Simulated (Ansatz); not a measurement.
Born–Oppenheimer molecular dynamics of ClGaH₆Si (9 atoms, charge 0, multiplicity 1). It starts at the highest image of a converged band, a first-order saddle point between two minima.

Level of theory: RKS BLYP/def2-SVP (Ansatz 0.2.0).

```
ensemble                      : NVE (velocity Verlet)
time step                     : 0.5 fs
steps asked                   : 200
starting velocities drawn for : 100 K
seed                          : 4996
```

First frame:

```xyz
9
Properties=species:S:1:pos:R:3
Ga -0.118 -0.276 -0.014
Cl 0.326 0.554 2.365
H 1.181 0.078 -0.821
H -1.636 0.028 -0.270
Si 0.135 -2.686 0.953
H -0.256 -3.314 -0.362
H 1.525 -3.138 1.290
H -0.826 -3.182 1.995
H 0.235 -0.888 1.768
```

How far do the bonds stretch over the last three quarters of this one trajectory? (Pairs bonded in most of those frames.)


| bond | mean (Å) | spread (Å) | shortest | longest |
| --- | --- | --- | --- | --- |
| Ga1–H3 | 1.587 | 0.011 | 1.57 | 1.61 |
| Ga1–H4 | 1.590 | 0.021 | 1.56 | 1.63 |
| Ga1–Si5 | 2.447 | 0.068 | 2.37 | 2.57 |
| Cl2–H9 | 1.316 | 0.022 | 1.28 | 1.38 |
| Si5–H6 | 1.509 | 0.005 | 1.50 | 1.52 |
| Si5–H7 | 1.512 | 0.011 | 1.49 | 1.53 |
| Si5–H8 | 1.508 | 0.009 | 1.49 | 1.52 |

Mean temperature of the second half: 365 K. The conserved energy stayed within 0.022 meV per atom of its start (net change 0.0033 meV per atom), so the integration is sound. The kinetic energy rose, since the run started high on the potential surface and went downhill. It ends in pieces (ClH + GaH5Si), so much of that is their flight and rotation, not heat. A run of 0.1 ps of so small a system gives no equilibrium averages. The orbitals stay closed-shell, which can raise the energy where a bond breaks towards radicals; this wasn't checked here.

Time of the run: 3.9 min on 2 threads of Intel(R) Xeon(R) Platinum 8488C (Sapphire Rapids) (shared host), peak memory 0.16 GiB.
